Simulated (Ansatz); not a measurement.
B2Br2H4 (`[BH2-]1[Br+][BH2-][Br+]1`). The species carries charge 0 and has multiplicity 1.

```xyz
8

B    -1.311   -0.132    0.333
Br    0.427   -0.702    1.386
B     1.309    0.159   -0.327
Br   -0.386   -0.068   -1.562
H    -2.100   -1.018    0.360
H    -1.570    0.985    0.645
H     1.448    1.319   -0.115
H     2.183   -0.543   -0.719
```

Question: List the harmonic frequencies (cm⁻¹, unscaled) at PBE0-D4/def2-TZVP in Ansatz. (Best estimate.)

Answer: Ansatz gave: 84, 174, 358, 439, 454, 502, 702, 725, 807, 815, 957, 1047, 1132, 1141, 2616, 2619, 2738, 2739.

Question: Is this a minimum?

Answer: Yes, all 18 modes are real.

Question: Give the ideal-gas thermochemistry at 298.15 K and 1 bar (rigid rotor, harmonic oscillator; point group C2v, symmetry number 2).

Answer: Zero-point energy 119.9 kJ/mol; H(298) − E = 137.6 kJ/mol; entropy 329.7 J/(mol·K), of which translation 174.0, rotation 110.2, vibration 45.5; G(298) − E = 39.3 kJ/mol. Modes under 100 cm⁻¹ are hindered rotations or soft bends, so the harmonic entropy is rough.

Question: Rotational constants (cm⁻¹)?

Answer: 0.2672, 0.04235, 0.03792.
